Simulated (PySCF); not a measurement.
# Fe: excitation energy

Fe [Ar] 3d6 4s2 (5D) → Fe [Ar] 3d8 (3F), as a difference of total energies. Calculation: PySCF 2.14, in x2c-TZVPPall; the spin-free X2C one-electron Hamiltonian (Gaussian nucleus). Correlated levels: valence: [Ar] frozen. The calculations carry no spin-orbit coupling.

| method | excitation energy (eV) |
| --- | --- |
| UHF | 7.868 |
| MP2 (valence) | 3.636 |
| SCS-MP2 (valence) | 3.718 |
| CCSD (valence) | 5.197 |
| CCSD(T) (valence) | 4.831 |

Errors of the correlated levels include the incompleteness of this basis and the frozen core.

The coupled-cluster amplitudes are large for the upper state (T1 above 0.03 or a double amplitude above 0.15), so a single reference is strained.

Task: Which method comes closest to the reference value, and which is furthest?

Result: The reference is 4.074 eV (measured; NIST levels, between the centres of gravity of the two terms). Closest: SCS-MP2 (valence) (error -0.356 eV); furthest: UHF (error 3.794 eV).
